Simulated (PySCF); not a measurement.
Al(F)(OMe)(NH2) (CH5AlFNO), SMILES C[O][Al]([NH2])[F]. Coordinates come from a PBE-D3(BJ)/def2-SVP optimisation. The structure was generated by enumeration; whether it is a known compound was not checked. The values are those of a single conformer.

Question: Give the equilibrium geometry at PBE-D3(BJ)/def2-SVP (PySCF confirms it by a frequency run) as Cartesian coordinates in Å, and its point group. (Estimate from the structure and the level; the computed values follow.)

Answer: This is not unique; one that fits is point group Cs.
```xyz
10

Al    -0.0440     0.5008     0.0000
F     -1.7064     0.7253     0.0000
O      0.6269    -1.0632     0.0000
C      0.1489    -2.3803     0.0000
H      0.5152    -2.9319     0.8961
H     -0.9641    -2.4465     0.0000
H      0.5152    -2.9319    -0.8961
N      1.0275     1.9047     0.0000
H      0.7154     2.8763     0.0000
H      2.0469     1.8514     0.0000
```
